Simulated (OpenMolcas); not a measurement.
Consider Ti2+ and Ti2+ on neighbouring Cd sites of CdS (host space group P63mc, cell from Materials Project; 4-coordinate sites, 1 bridging S, bridge angle 109.8°, metal-metal distance 4.17 Å, mean bond 2.55 Å), as a cluster of both ions and their first shells in 18 model-potential ions and 533 fitted point charges, unrelaxed.

```xyz
9

Ti     1.0422     1.8052     0.0000
Ti    -1.0422    -1.8052     0.0000
S      1.0422    -0.6017    -0.8369
S     -3.1266    -0.6017    -0.8369
S     -1.0422     3.0086    -0.8369
S     -1.0422    -1.8052     2.5529
S      1.0422     1.8052     2.5529
S     -1.0422    -4.2120    -0.8369
S      3.1266     3.0086    -0.8369
```

Task: Give the energies of the total-spin states at CASSCF(4,4) on the singly occupied d orbitals (ANO-RCC-VDZP on Ti and ANO-RCC-VDZ on S, scalar-relativistic DKH2, RICD, no spin-orbit coupling, OpenMolcas), and the exchange constant.

Result: Local spins 1 and 1.

| total S | E (cm⁻¹) | natural occupations, lowest and highest |
|---|---|---|
| 2 | 0.0 | 1.000, 1.000 |
| 1 | 25.9 | 0.984, 1.016 |
| 0 | 36.7 | 0.975, 1.025 |

J = 6.1 cm⁻¹ (ferromagnetic); the ladder departs from the Heisenberg pattern by 1.4 cm⁻¹ at most.

J is defined by H = −2J S1·S2, so negative values are antiferromagnetic. Wave-function values come from the highest and lowest total spin; broken-symmetry values use Yamaguchi's formula with the computed ⟨S²⟩. The active space holds the singly occupied metal orbitals alone, without bridging-ligand orbitals. No row is a measured value. The host is partly covalent, so formal ionic charges are a crude embedding.
